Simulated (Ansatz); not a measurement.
An input meant for Li₁₆ (charge 0, singlet; atoms displaced at random, 0.15 Å in each coordinate).

```yaml
crystal:
  periodic: [false, false, false]
  atoms:
    - {symbol: Li, position_ang: [-3.245009, -0.209113, -0.766878]}
    - {symbol: Li, position_ang: [-2.709684, 2.047092, 0.874340]}
    - {symbol: Li, position_ang: [2.304721, 1.124281, 1.408502]}
    - {symbol: Li, position_ang: [-2.169419, -0.542030, 1.510544]}
    - {symbol: Li, position_ang: [0.818703, 1.623111, 4.783293]}
    - {symbol: Li, position_ang: [0.061507, -1.022356, 2.716033]}
    - {symbol: Li, position_ang: [-2.648801, -2.228961, 3.876933]}
    - {symbol: Li, position_ang: [-4.213395, -2.385541, 1.173324]}
    - {symbol: Li, position_ang: [-2.164608, 1.114070, 4.304407]}
    - {symbol: Li, position_ang: [1.409753, 3.807318, 2.997563]}
    - {symbol: Li, position_ang: [-1.145680, -2.989581, 0.933286]}
    - {symbol: Li, position_ang: [-0.355697, 0.069441, -0.232546]}
    - {symbol: Li, position_ang: [-0.397932, 1.515421, 2.703820]}
    - {symbol: Li, position_ang: [-0.148049, 3.108923, 0.147558]}
    - {symbol: Li, position_ang: [-4.874931, 0.247438, 2.570685]}
    - {symbol: Li, position_ang: [-1.611663, 3.725749, 3.320426]}
basis:
  gaussian: {orbitals: def2-SVP, final_grid: {core_spheres: 1, valence_spheres: 1, degree: 5}}
hamiltonian: {xc: {name: r2SCAN}}
scf: {omitted_lower_state_checks: [starts]}
```

```sh
$ ansatz run in.yaml --threads 4 --pin off --events-out ev --progress --plain --max-ram 4787MiB
```

Shortened log:

```
Functional definition: r2SCAN
2176 factors; their error is unknown
mean field evaluation 1: about -3233.4050 eV, gradient 6.7e1 eV
mean field evaluation 2: about -3148.0792 eV, gradient 7.4e1 eV
mean field evaluation 4: about -3249.0195 eV, gradient 4.3e1 eV
mean field evaluation 8: about -3268.5510 eV, gradient 9.6e0 eV
mean field evaluation 16: about -3287.1518 eV, gradient 4.2e0 eV
mean field evaluation 32: about -3287.3296 eV, gradient 4.5e-4 eV
mean field -3287.32964688 eV, -120.8071362906 hartree, gradient 1.6e-5 eV, S^2 0.000000; 0 other end points of the search recorded, 0 dependent functions left out
reference -3287.32972854 eV, -120.8071392916 hartree; 24, 24 occupied and 120, 120 virtual orbitals, 2176 factors
Total energy: -3287.32972854 eV, -120.8071392916 hartree
Checks for a lower state left out: starts
```

**Question.** Something in this input is off. What?

**Answer.** The integration grid is far too coarse. The calculation finished and met its thresholds. The result belongs to that input, not to the species as meant.
